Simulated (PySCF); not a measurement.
Ge(H)(SiH3) (GeH₄Si), SMILES [SiH3][GeH] (connectivity only; charge and spin as stated), neutral, multiplicity 1.

The structure is a stationary point at TPSSh-D3(BJ)/def2-TZVP.

These are M06-2X/def2-TZVPD in PySCF values and carry that method's errors.

Symmetry labels are those of the subgroup Cs that the program uses (full group Cs).

**Question.** List the valence orbital energies around the gap with their symmetry. (Estimate from the structure and the level; the computed values follow.)

**Answer.** 
| orbital | symmetry | energy (eV) |
|---|---|---|
| HOMO−7 | A' | -37.96 |
| HOMO−6 | A' | -37.91 |
| HOMO−5 | A' | -16.97 |
| HOMO−4 | A' | -14.65 |
| HOMO−3 | A" | -10.98 |
| HOMO−2 | A' | -10.97 |
| HOMO−1 | A' | -9.19 |
| HOMO | A' | -7.50 |
| LUMO | A" | -2.43 |
| LUMO+1 | A' | 0.47 |
| LUMO+2 | A' | 0.65 |
| LUMO+3 | A' | 1.40 |
